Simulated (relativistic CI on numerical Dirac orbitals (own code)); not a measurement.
## Sc²⁺ in a cubic cluster: 2p photoemission with charge transfer

Computed with a charge-transfer multiplet model of a cubic metal-ligand cluster with up to 2 ligand holes, Slater and spin-orbit integrals from Dirac-Coulomb-Breit ions, Slater integrals scaled by 0.9. The ground state mixes d1 with configurations of k ligand holes L, whose averages lie at kΔ + k(k − 1)U_dd/2; a core hole lowers each added d electron by U_cd. 300 K, Lorentzian 0.6 eV and Gaussian 0.8 eV FWHM.

Atomic integrals in eV (Slater integrals scaled, ζ unscaled), ground: F2dd 5.299, F4dd 3.246, zeta_d 0.008; with the core hole: F2dd 5.299, F4dd 3.246, zeta_d 0.020, zeta_core 3.005, F2cd 4.627, G1cd 3.325, G3cd 1.884. Where a configuration has fewer than two d electrons, the dd integrals are those of d2.

Cluster parameters (eV): Δ = 8.5, U_cd = 6.7, 10Dq = 1.4, 10Dq(ligand) = 0.8, V(eg) = 2.4, V(t2g) = -1.04, final-state hopping factor = 1.

| Case | n_d | d1 | d2L | d3L2 | S |
| --- | --- | --- | --- | --- | --- |
| U_dd = 5.2 eV | 1.26 | 0.76 | 0.23 | 0.02 | 0.50 |
| U_dd = 5.9 eV | 1.26 | 0.76 | 0.23 | 0.02 | 0.50 |
| U_dd = 6.6 eV | 1.26 | 0.76 | 0.23 | 0.01 | 0.50 |

Weights, n_d and S are thermal averages at 300 K. Binding energies count from the first peak over 30 % of the highest in each spectrum, which can be another peak from case to case. The parameters are a model scan and need not match a compound or its usual spin state. Peaks in eV (height, largest 100):
- U_dd = 5.2 eV: 0.0 (100), 4.6 (47), 9.3 (16), 14.1 (8)
- U_dd = 5.9 eV: 0.0 (100), 4.6 (47), 9.3 (15), 14.1 (8)
- U_dd = 6.6 eV: 0.0 (100), 4.5 (47), 9.4 (14), 14.2 (7)

For the case U_dd = 5.2 eV, Δ = 8.5 eV is larger than U_dd = 5.2 eV, the Mott-Hubbard side of the Zaanen-Sawatzky-Allen scheme. With the core hole the average of the configuration with one ligand hole lies at Δ − U_cd = 1.8 eV before mixing: the effective hopping of about 5.2 eV (from the holes of the mixed ground state) is comparable with this gap or larger, so the configurations mix strongly.
